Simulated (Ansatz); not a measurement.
InBr₃. Charge 0, multiplicity 1. Geometry relaxed at PBE0-D4/def2-SVP.

```xyz
4

In    0.000    0.000    0.000
Br    1.852    0.297    1.588
Br   -2.318    0.348    0.737
Br    0.466   -0.644   -2.325
```

In the def2 sets In takes a core potential; there is no spin–orbit coupling.

Q: Estimate the harmonic wavenumbers at RKS PBE0-D4/def2-SVP (Ansatz, unscaled). Is this a minimum?

A: 62, 62, 77, 210, 288, 289 cm⁻¹. Yes, no mode is imaginary beyond noise. Zero-point energy 5.9 kJ/mol. It took 45 s on 2 threads of Arm Neoverse V2 on a shared host.
